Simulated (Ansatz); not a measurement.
Single points on the cluster MgBr2.

```yaml
crystal:
  periodic: [false, false, false]
  atoms:
    - {symbol: Mg, position_ang: [0.002770, -0.006138, 0.006158]}
    - {symbol: Br, position_ang: [-2.140406, -0.021249, 0.932430]}
    - {symbol: Br, position_ang: [2.137636, 0.027387, -0.938598]}
basis:
  gaussian: {orbitals: def2-TZVP, initial_orbitals: start.molden}
hamiltonian: {xc: hse06, dispersion: d4}
scf: {omitted_lower_state_checks: [starts]}
output: {orbitals: {seedname: orbitals}}
```

The file start.molden holds the orbitals of an earlier run on this structure, at another level or in another basis.

```sh
$ ansatz run in.yaml --threads 4 --pin off --events-out ev --progress --plain --max-ram 3916MiB
```

Shortened log:

```
Functional definition: HSE06
1114 factors; their error is unknown
64 factors; integrals over basis functions are off by at most 2.5e-5 eV
mean field evaluation 1: about -145521.4729 eV, gradient 7.9e-1 eV
mean field evaluation 2: about -145521.4733 eV, gradient 4.5e-4 eV
mean field evaluation 4: about -145522.3667 eV, gradient 1.4e-4 eV
mean field evaluation 8: about -145522.3667 eV, gradient 7.6e-6 eV
mean field -145522.36669871 eV, -5347.8483375747 hartree, gradient 7.6e-6 eV, S^2 0.000000; 0 other end points of the search recorded, 0 dependent functions left out
reference -145522.36673218 eV, -5347.8483388049 hartree; 41, 41 occupied and 87, 87 virtual orbitals, 1114 factors
Total energy: -145522.41556455 eV, -5347.8501333612 hartree
Checks for a lower state left out: starts
```

Run time 1.8 s (4 threads of Arm Neoverse V1 on a shared host).

As the first input, with `gaussian: {orbitals: def2-TZVPD, initial_orbitals: start.molden}`, `hamiltonian: {xc: pbe, dispersion: d4}` (abridged; 1.6 s):

```
Functional definition: PBE
mean field -145516.82390926 eV, -5347.6446438194 hartree, gradient 7.8e-6 eV, S^2 0.000000
Total energy: -145516.88122406 eV, -5347.6467500993 hartree
Checks for a lower state left out: starts
```

First input, but with `gaussian: {orbitals: 6-31G}`, `hamiltonian: {xc: {name: B3LYP}, dispersion: d4}` (abridged; 0.85 s):

```
Functional definition: B3LYP
mean field -145522.43707716 eV, -5347.8509239349 hartree, gradient 3.7e-5 eV, S^2 0.000000
Total energy: -145522.53200145 eV, -5347.8544123383 hartree
Checks for a lower state left out: starts
```

The first input with `hamiltonian: {xc: r2scan, dispersion: d4}`, `output: {forces: true, orbitals: {seedname: orbitals}}` (abridged; 2.9 s):

```
Functional definition: r2SCAN
mean field -145539.88289131 eV, -5348.4920457797 hartree, gradient 2.3e-5 eV, S^2 0.000000
Total energy: -145539.89592656 eV, -5348.4925248163 hartree
Atom 0 force    -0.003357     0.007132    -0.007101 eV/Å
Atom 1 force     0.135568    -0.002044    -0.055006 eV/Å
Atom 2 force    -0.132211    -0.005088     0.062107 eV/Å
Dipole moment:     0.003663    -0.008103     0.008132 e Å
Checks for a lower state left out: starts
```

Geometry: PBE-D4/def2-TZVP.

The 6-31G sets use Cartesian d functions. B3LYP takes the VWN-RPA correlation. HSE06 is defined as in plane-wave codes, on full-range PBE exchange. The structure comes from a short search, and lower isomers may exist.
